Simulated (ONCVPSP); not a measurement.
# Logarithmic derivatives: beryllium (Be), ONCV

- Element: Be
- Generator: ONCVPSP 4.0.1
- Type: optimised norm-conserving Vanderbilt (ONCV)
- Functional: BLYP
- Relativity: non-relativistic
- Frozen core: none
- Valence charge: 4
- Reference configuration: 1s2 (charge +2)
- Partial waves: 1s: rc 0.50 bohr, ncon 3, nbas 6, qcut 25.8 1/bohr, 2 projectors, debl 3.1 Ha; p scattering state at 0.26 Ha: rc 0.40 bohr, ncon 3, nbas 7, qcut 20.2 1/bohr, 2 projectors, debl 2.2 Ha; d scattering state at 0.13 Ha: rc 0.55 bohr, ncon 5, nbas 8, qcut 18.3 1/bohr, 1 projector
- Local potential: polynomial inside 0.40 bohr (lpopt 5, dvloc0 1 Ha)
- Core correction: none

In the s channel the program set the typed energies aside and used -4.876, 0.250 Ha.

The phase is arctan(r·R′/R) of the radial function R(r), unwrapped; energies in Ha, scanned from -6 to 5 Ha. A pole is an energy at which the radial function vanishes at the test radius. The pseudo phase is shifted by a multiple of π to meet the all-electron one at the reference energy, and phase errors are pseudo minus all-electron; the curves can meet again beyond the range given. Levels narrower than the energy grid can be missing from the lists of poles.

For each channel, where are the poles, and over which energies does the pseudopotential scatter like the atom?

```tsv
channel	radius (bohr)	reference energy (Ha)	poles, all-electron	poles, pseudo	unbroken range about the reference energy with phases within 0.05 rad	phase error 1 Ha above the reference energy (rad)
s	0.51	-4.88	1.39	1.39	the whole range	+0.000
p	0.41	0.26	none	none	the whole range	-0.000
d	0.56	0.13	none	none	the whole range	+0.000
```

Phases in the p channel:

| E (Ha) | all-electron | pseudo |
| --- | --- | --- |
| -5.96 | 0.660 | 0.660 |
| -5.68 | 0.647 | 0.647 |
| -5.40 | 0.633 | 0.633 |
| -5.12 | 0.620 | 0.620 |
| -4.84 | 0.606 | 0.606 |
| -4.56 | 0.591 | 0.591 |
| -4.28 | 0.576 | 0.576 |
| -4.00 | 0.561 | 0.561 |
| -3.72 | 0.545 | 0.545 |
| -3.44 | 0.529 | 0.529 |
| -3.16 | 0.513 | 0.512 |
| -2.88 | 0.496 | 0.496 |
| -2.60 | 0.478 | 0.478 |
| -2.32 | 0.460 | 0.460 |
| -2.04 | 0.442 | 0.442 |
| -1.76 | 0.423 | 0.423 |
| -1.48 | 0.404 | 0.404 |
| -1.20 | 0.385 | 0.385 |
| -0.92 | 0.364 | 0.364 |
| -0.64 | 0.344 | 0.344 |
| -0.36 | 0.323 | 0.323 |
| -0.08 | 0.301 | 0.301 |
| 0.20 | 0.279 | 0.279 |
| 0.48 | 0.257 | 0.257 |
| 0.76 | 0.234 | 0.234 |
| 1.04 | 0.210 | 0.210 |
| 1.32 | 0.187 | 0.187 |
| 1.60 | 0.163 | 0.163 |
| 1.88 | 0.138 | 0.138 |
| 2.16 | 0.113 | 0.113 |
| 2.44 | 0.088 | 0.088 |
| 2.72 | 0.062 | 0.062 |
| 3.00 | 0.036 | 0.036 |
| 3.28 | 0.010 | 0.010 |
| 3.56 | -0.016 | -0.017 |
| 3.84 | -0.043 | -0.043 |
| 4.12 | -0.070 | -0.070 |
| 4.40 | -0.097 | -0.097 |
| 4.68 | -0.124 | -0.124 |
| 4.96 | -0.151 | -0.151 |
